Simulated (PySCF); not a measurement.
PySCF input for C2H6F2Si2, SMILES F[SiH2]/C([SiH3])=C\F, TPSSh-D3(BJ)/def2-SVP. Coordinates come from a TPSSh-D3(BJ)/def2-SVP optimisation. The structure was generated by enumeration; whether it is a known compound was not checked. The values are those of a single conformer.

```python
import numpy as np
from pyscf import gto, scf, dft, df
from pyscf.hessian import thermo

mol = gto.M(
    atom='''
    F    -0.30343976    2.56091316   -0.00000000
    C     0.66395284    1.62131944    0.00000000
    C     0.37346399    0.31544167    0.00000000
    Si    1.76265959   -0.94774747    0.00000000
    Si   -1.41269854   -0.23133531   -0.00000000
    F    -1.35614884   -1.86789853    0.00000000
    H     1.65488013    2.08821519    0.00000000
    H     3.06229179   -0.21898917    0.00000000
    H     1.68323497   -1.80932999    1.20874772
    H     1.68323497   -1.80932999   -1.20874773
    H    -2.13565004    0.19944725    1.22052526
    H    -2.13565004    0.19944725   -1.22052526
    ''',
    basis='def2-SVP',
    charge=0,
    spin=0,
    max_memory=1600,
    verbose=3,
)
mf = dft.RKS(mol, xc='tpssh').density_fit(auxbasis='def2-universal-jkfit')
mf.disp = 'd3bj'
mf.grids.level = 4
mf.conv_tol = 1e-11
mf.max_cycle = 100
mf.kernel()

# [left out here: the lines that compute and print the analytic Hessian (its translational invariance restored by hand, since the grid's response is missing), thermochemistry and intensities]
```

Log of the run:

```
[...]
       0   F                 0.00  0.00  0.00   -0.00  0.01 -0.00    0.01 -0.02  0.00
       1   C                -0.00 -0.00 -0.01   -0.00 -0.01  0.00   -0.02 -0.01 -0.00
       2   C                -0.00 -0.00  0.05    0.02 -0.01 -0.00   -0.04  0.01  0.00
       3  Si                -0.00  0.00 -0.01   -0.00  0.00  0.00    0.03 -0.02  0.00
       4  Si                 0.00  0.00  0.02   -0.02  0.09  0.00    0.04  0.06 -0.00
       5   F                -0.00 -0.00 -0.04    0.02 -0.16 -0.00   -0.01 -0.05  0.00
       6   H                -0.00 -0.00 -0.06   -0.01  0.00 -0.00   -0.00 -0.05  0.00
       7   H                -0.00 -0.00  0.04   -0.00  0.00 -0.00   -0.09  0.18  0.00
       8   H                -0.05  0.06  0.03   -0.01  0.02  0.01   -0.24  0.18  0.11
       9   H                 0.05 -0.06  0.03   -0.01  0.02 -0.01   -0.24  0.18 -0.11
      10   H                 0.25  0.62 -0.05    0.11  0.33 -0.02   -0.36 -0.29 -0.10
      11   H                -0.25 -0.62 -0.05    0.11  0.33  0.02   -0.36 -0.29  0.10
Mode                                15                  16                  17
Irrep
Freq [cm^-1]                      922.9130            951.1526            954.3562
Reduced mass [au]                   1.4683              1.3919              1.0378
Force const [Dyne/A]                0.7369              0.7419              0.5569
Char temp [K]                    1327.8664           1368.4969           1373.1061
Normal mode                   x     y     z       x     y     z       x     y     z
       0   F                -0.00  0.00  0.02    0.02 -0.03 -0.00    0.00 -0.00  0.00
       1   C                 0.00  0.00 -0.16   -0.02  0.02  0.00   -0.00  0.00 -0.00
       2   C                 0.00 -0.00  0.06   -0.10  0.05  0.00   -0.00  0.00 -0.00
       3  Si                -0.00  0.00 -0.01   -0.02  0.01  0.00   -0.00  0.00 -0.03
       4  Si                -0.00 -0.00  0.00    0.03  0.04 -0.00    0.00  0.00  0.00
       5   F                 0.00  0.00 -0.00   -0.01 -0.03  0.00   -0.00 -0.00  0.00
       6   H                -0.00  0.00  0.80    0.01 -0.05 -0.00    0.00 -0.00  0.01
       7   H                 0.00 -0.00  0.00    0.28 -0.49 -0.00    0.00 -0.00  0.75
       8   H                -0.03  0.03  0.01    0.38 -0.13 -0.07    0.42  0.12  0.10
       9   H                 0.03 -0.03  0.01    0.38 -0.13  0.07   -0.42 -0.12  0.10
      10   H                -0.03 -0.00 -0.01   -0.12 -0.11 -0.03   -0.01 -0.01 -0.00
      11   H                 0.03  0.00 -0.01   -0.12 -0.11  0.03    0.01  0.01 -0.00
Mode                                18                  19                  20
Irrep
Freq [cm^-1]                      965.8418            974.9357            988.7511
Reduced mass [au]                   1.0473              1.2272              2.8024
Force const [Dyne/A]                0.5756              0.6873              1.6142
Char temp [K]                    1389.6313           1402.7154           1422.5927
Normal mode                   x     y     z       x     y     z       x     y     z
       0   F                 0.01 -0.01 -0.00   -0.00 -0.01  0.00   -0.02  0.05 -0.00
       1   C                -0.01  0.01 -0.00    0.02 -0.00  0.00   -0.01 -0.05  0.00
       2   C                -0.01  0.01  0.00   -0.09  0.04  0.00    0.17 -0.10  0.00
       3  Si                 0.02  0.02 -0.00    0.03 -0.01 -0.00   -0.04  0.03  0.00
       4  Si                 0.01  0.00 -0.00   -0.01  0.04  0.00   -0.02  0.04 -0.00
       5   F                 0.00 -0.01  0.00   -0.00 -0.02 -0.00   -0.00 -0.02  0.00
       6   H                -0.00  0.00  0.00    0.03 -0.03 -0.00   -0.05  0.04 -0.00
       7   H                -0.09  0.19  0.00   -0.03  0.09 -0.00    0.03 -0.08  0.00
       8   H                -0.18 -0.49 -0.37   -0.13 -0.10 -0.08    0.11 -0.10 -0.09
       9   H                -0.18 -0.49  0.37   -0.13 -0.10  0.08    0.11 -0.10  0.09
      10   H                -0.15  0.08 -0.12    0.39 -0.30  0.35   -0.07 -0.32  0.09
      11   H                -0.15  0.08  0.12    0.39 -0.30 -0.35   -0.07 -0.32 -0.09
Mode                                21                  22                  23
Irrep
Freq [cm^-1]                     1138.7524           1347.6298           1669.9156
Reduced mass [au]                   6.9955              1.1664              7.7951
Force const [Dyne/A]                5.3448              1.2481             12.8075
Char temp [K]                    1638.4111           1938.9392           2402.6367
Normal mode                   x     y     z       x     y     z       x     y     z
       0   F                -0.10  0.08 -0.00   -0.02 -0.01  0.00   -0.00  0.01  0.00
       1   C                 0.19 -0.08 -0.00   -0.04  0.02  0.00   -0.01 -0.20 -0.00
       2   C                -0.08 -0.04  0.00    0.07  0.07 -0.00    0.04  0.19 -0.00
       3  Si                 0.00  0.01  0.00   -0.00 -0.00 -0.00    0.00 -0.00 -0.00
       4  Si                 0.02 -0.00 -0.00   -0.01 -0.00  0.00   -0.00 -0.00 -0.00
       5   F                -0.00 -0.00  0.00    0.00  0.00 -0.00   -0.00 -0.00 -0.00
       6   H                 0.21 -0.12 -0.00    0.36 -0.84 -0.00   -0.20  0.09 -0.00
       7   H                 0.04 -0.07 -0.00   -0.00  0.02  0.00   -0.01  0.01 -0.00
       8   H                -0.00 -0.01 -0.01    0.01 -0.01 -0.00    0.03 -0.01 -0.01
       9   H                -0.00 -0.01  0.01    0.01 -0.01  0.00    0.03 -0.01  0.01
      10   H                -0.06  0.01 -0.05    0.00  0.00  0.01   -0.00  0.01 -0.02
      11   H                -0.06  0.01  0.05    0.00  0.00 -0.01   -0.00  0.01  0.02
Mode                                24                  25                  26
Irrep
Freq [cm^-1]                     2247.7778           2267.9209           2268.5186
Reduced mass [au]                   1.0359              1.0515              1.0335
Force const [Dyne/A]                3.0837              3.1865              3.1336
Char temp [K]                    3234.0517           3263.0332           3263.8932
Normal mode                   x     y     z       x     y     z       x     y     z
       0   F                 0.00 -0.00 -0.00   -0.00  0.00 -0.00    0.00 -0.00 -0.00
       1   C                -0.00  0.00 -0.00   -0.00 -0.00  0.00    0.00  0.00  0.00
       2   C                 0.00 -0.00 -0.00    0.00  0.00  0.00   -0.00 -0.00  0.00
       3  Si                 0.03  0.01 -0.00    0.00  0.00  0.04   -0.01 -0.03  0.00
       4  Si                 0.00 -0.00  0.00   -0.00  0.00 -0.00    0.00 -0.00 -0.00
       5   F                 0.00  0.00  0.00    0.00 -0.00 -0.00   -0.00  0.00 -0.00
       6   H                 0.01 -0.01 -0.00   -0.00 -0.00  0.00    0.00  0.00  0.00
       7   H                -0.85 -0.48 -0.00   -0.00 -0.00  0.01    0.11  0.05  0.00
       8   H                 0.02  0.06 -0.07    0.04  0.41 -0.55    0.04  0.39 -0.57
       9   H                 0.02  0.06  0.07   -0.04 -0.41 -0.55    0.04  0.39  0.57
      10   H                -0.01  0.01  0.03   -0.02  0.01  0.03   -0.02  0.02  0.05
      11   H                -0.01  0.01 -0.03    0.02 -0.01  0.03   -0.02  0.02 -0.05
Mode                                27                  28                  29
Irrep
Freq [cm^-1]                     2286.0938           2289.5626           3180.4617
Reduced mass [au]                   1.0292              1.0540              1.0958
Force const [Dyne/A]                3.1692              3.2553              6.5309
Char temp [K]                    3289.1800           3294.1708           4575.9762
Normal mode                   x     y     z       x     y     z       x     y     z
       0   F                 0.00 -0.00  0.00   -0.00  0.00  0.00   -0.00  0.00 -0.00
       1   C                -0.00  0.00  0.00    0.00 -0.00  0.00   -0.07 -0.04 -0.00
       2   C                -0.00 -0.00 -0.00    0.00  0.00 -0.00    0.00  0.01 -0.00
       3  Si                 0.00 -0.00 -0.00   -0.00  0.00 -0.00   -0.00 -0.00  0.00
       4  Si                -0.02  0.01 -0.00    0.00 -0.00 -0.04    0.00  0.00  0.00
       5   F                -0.00  0.00 -0.00    0.00 -0.00 -0.00   -0.00 -0.00  0.00
       6   H                 0.00 -0.00 -0.00   -0.00  0.00 -0.00    0.86  0.41  0.00
       7   H                -0.03 -0.02  0.00    0.00  0.00  0.00    0.00  0.00 -0.00
       8   H                 0.00  0.03 -0.05   -0.00 -0.02  0.03    0.00 -0.00  0.00
       9   H                 0.00  0.03  0.05    0.00  0.02  0.03    0.00 -0.00 -0.00
      10   H                 0.33 -0.20 -0.58   -0.34  0.20  0.56   -0.00 -0.00  0.00
      11   H                 0.33 -0.20  0.58    0.34 -0.20  0.56   -0.00 -0.00 -0.00
temperature 298.1500 [K]
pressure 101325.00 [Pa]
Rotational constants [GHz] 2.30669 1.88480 1.06322
Symmetry number 1
Zero-point energy (ZPE) 0.07117 [Eh]   186861.457 [J/mol]
                           tot       elec      trans        rot        vib
Entropy [J/mol/K]       381.390      0.000    168.887    119.798     92.705
Cv [J/mol/K]            120.456      0.000     12.472     12.472     95.512
Cp [J/mol/K]            128.770      0.000     20.786     12.472     95.512
Internal energy [J/mol]                      3718.434   3718.434 201508.142
Internal energy [Eh]   -858.10473  -858.18432
Enthalpy [J/mol]                             6197.391   3718.434 201508.142
Enthalpy [Eh]          -858.10379
Gibbs free energy [J/mol]                  -44156.171 -31999.252 173868.011
Gibbs free energy [Eh] -858.14710
static polarisability / bohr^3: [[74.347 -1.304 -0.   ]
 [-1.311 75.269  0.   ]
 [ 0.     0.    53.414]]
largest difference of analytic and finite-field dipole derivatives / e: 0.0011874298875362843
mode   freq/cm-1   IR/(km/mol)   Raman/(A^4/amu)   depolarisation
   1       52.82         0.634             1.629            0.750
   2       99.32         2.889             0.413            0.538
   3      147.62         0.754             0.314            0.671
   4      148.78         0.180             0.119            0.750
   5      197.45         0.358             0.469            0.750
   6      286.90        12.289             1.462            0.642
   7      334.85         3.446             6.527            0.750
   8      427.49        12.294             7.522            0.158
   9      576.72        16.031            10.664            0.402
  10      629.56         6.641             9.613            0.750
  11      676.60         5.088             6.762            0.249
  12      710.57       152.095             1.312            0.750
  13      734.91         0.506            14.844            0.750
  14      851.13        26.784             4.369            0.721
  15      911.49       380.277            20.128            0.747
  16      922.91         4.867             1.406            0.750
  17      951.15       221.701            13.224            0.650
  18      954.36        47.663            23.399            0.750
  19      965.84        86.027            23.828            0.720
  20      974.94        21.699            11.071            0.743
  21      988.75       132.789             1.037            0.140
  22     1138.75       170.724             2.544            0.610
  23     1347.63         7.341             8.395            0.645
  24     1669.92       238.624            22.950            0.080
  25     2247.78       112.590           134.380            0.170
  26     2267.92        91.341            96.981            0.750
  27     2268.52        85.527           160.275            0.153
  28     2286.09        84.876           244.272            0.065
  29     2289.56       147.711            77.687            0.750
  30     3180.46         8.240            94.127            0.306
max |gradient| / (hartree/bohr): 3.0115857931526838e-05
APT charges: [-0.5459  0.6612 -0.8413  1.1277  1.5109 -0.6052  0.0422 -0.2675 -0.2552
 -0.2552 -0.2858 -0.2858]
```

Self-consistency was reached.

Cost: around 21 core-minutes (rough).
